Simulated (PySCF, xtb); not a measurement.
2,2,2-trifluoroacetaldehyde (C2HF3O), SMILES O=CC(F)(F)F.

Harmonic wavenumbers (cm⁻¹) from GFN2-xTB (xtb 6.7.1) at its own minimum, in rising order: 52, 205, 273, 404, 460, 474, 641, 785, 889, 1071, 1092, 1157, 1308, 1836, 2831.

What does PBE-D3(BJ)/def2-SVP (PySCF) give at its own minimum? (Estimate from the structure and the level; the computed values follow.)

70, 240, 294, 417, 512, 515, 688, 826, 943, 1160, 1176, 1282, 1354, 1833, 2845. Paired by order, the mean absolute difference is 46 cm⁻¹ and the zero-point energies are 19.3 and 20.2 kcal/mol.
